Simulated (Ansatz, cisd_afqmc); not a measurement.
System: Si, charge 0, triplet.

Total energies in def2-SVP, 4 correlated electrons, 5 frozen orbitals. Radicals and triplets start from unrestricted determinants; spin-orbit coupling is neglected. Cores are frozen in correlated methods. No relativity. AFQMC/CISD: phaseless, guided by CISD from CCSD amplitudes; bars are statistical, one sigma. Outlying blocks are dropped, and bars are widened where a walk drifts. Over all cases where full CI ran beside it in this data, AFQMC minus full CI had a median of +0.1 mEh and passed +0.4 mEh in a tenth of the cases. Full CI freezes restricted core orbitals and the other rows unrestricted ones, which leaves a small offset even where coupled cluster is exact.

```csv
method,program,energy (Eh),error against FCI (mEh)
HF,Ansatz,-288.75313,62.83
MP2,Ansatz,-288.79662,19.34
CCSD,Ansatz,-288.81458,1.38
CCSD(T),Ansatz,-288.81556,0.40
CCSDT(Q),Ansatz,-288.81596,0.00
CCSDTQ,Ansatz,-288.81597,-0.01
AFQMC/CISD,cisd_afqmc,-288.8158 ± 0.0001,0.1 ± 0.1
FCI,Ansatz,-288.81596,0.00
```

Ansatz is a quantum-chemistry and plane-wave program.
